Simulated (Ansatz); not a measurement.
H$_{7}$B$_{3}$N$_{3}$, charge +1, singlet, geometry from GFN2-xTB; R2SCAN/pcseg-2 run with Ansatz (a first-principles code).

Input for Ansatz:
Ansatz 0.2 input:
```yaml
crystal:
  periodic: [false, false, false]
  atoms:
    - {symbol: B, position_ang: [0.86251219, -1.19327684, 0.20470020]}
    - {symbol: N, position_ang: [1.39506126, 0.13710217, 0.26582380]}
    - {symbol: B, position_ang: [0.66986180, 1.29721651, 0.08876115]}
    - {symbol: N, position_ang: [-0.82466883, 1.14092094, -0.19571883]}
    - {symbol: B, position_ang: [-1.41304089, -0.26903579, -0.26514000]}
    - {symbol: N, position_ang: [-0.54097915, -1.31871608, -0.06312431]}
    - {symbol: H, position_ang: [1.53770716, -2.12740221, 0.36494437]}
    - {symbol: H, position_ang: [2.38574493, 0.21228932, 0.45529505]}
    - {symbol: H, position_ang: [1.11296446, 2.37378670, 0.14057704]}
    - {symbol: H, position_ang: [-1.03809559, 1.62294398, -1.07286357]}
    - {symbol: H, position_ang: [-1.34412975, 1.67284054, 0.50748952]}
    - {symbol: H, position_ang: [-2.55236918, -0.38238491, -0.48219127]}
    - {symbol: H, position_ang: [-0.90438046, -2.26174200, -0.10372250]}
basis:
  gaussian:
    orbitals: pcseg-2
hamiltonian:
  xc: r2scan
total_charge: 1
```

Problem. Write the output that Ansatz gives for this input, abridged.

Solution. 
```
Functional definition: r2SCAN
1354 factors; their error is unknown
mean field evaluation 1: about -6584.2771 eV, gradient 1.2e2 eV
mean field evaluation 2: about -6537.5017 eV, gradient 1.7e2 eV
mean field evaluation 4: about -6609.7996 eV, gradient 1.7e1 eV
mean field evaluation 8: about -6610.4306 eV, gradient 2.1e-1 eV
mean field evaluation 16: about -6610.3261 eV, gradient 5.9e-5 eV
mean field -6610.32609228 eV, -242.9250032514 hartree, gradient 5.5e-5 eV, S^2 0.000000; 0 other end points of the search recorded, 0 dependent functions left out
reference -6610.32610813 eV, -242.9250038339 hartree; 21, 21 occupied and 257, 257 virtual orbitals, 1354 factors
Total energy: -6610.32610813 eV, -242.9250038339 hartree
```
